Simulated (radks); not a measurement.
The mean radii <r> (bohr) of the occupied orbitals of an atom or ion are listed with their occupations. All-electron calculation, scalar-relativistic Kohn-Sham, PBE, spin-polarised, spherical densities, point nucleus. Program: a radial shooting solver on a logarithmic mesh with Libxc functionals.

orbital  occ.      <r>
1s down     1  0.02363
1s up       1  0.02363
2s up       1   0.1010
2s down     1   0.1010
2p up       3  0.08880
2p down     3  0.08880
3s up       1   0.2664
3s down     1   0.2662
3p up       3   0.2646
3p down     3   0.2644
3d up       5   0.2418
3d down     5   0.2416
4s up       1   0.6075
4s down     1   0.6073
4p up       3   0.6435
4p down     3   0.6432
4d up       5   0.7076
4d down     5   0.7076
5s up       1    1.465
5s down     1    1.481
5p up       3    1.705
5p down     3    1.730
4f up       4    1.068

Name the element and its charge. Open shells, if any, are filled with parallel spins first.

Answer. Z = 60, neodymium, charge +2: Nd2+ in [Xe] 4f4. The 1s radius gives Z: for a bare nucleus <r> = (2 gamma + 1)/(2Z) with gamma = sqrt(1 - (Z/c)^2), 0.02332 bohr for Z = 60, and screening makes it slightly larger (0.02363 here). The occupations add up to 58, and the charge is Z minus that.
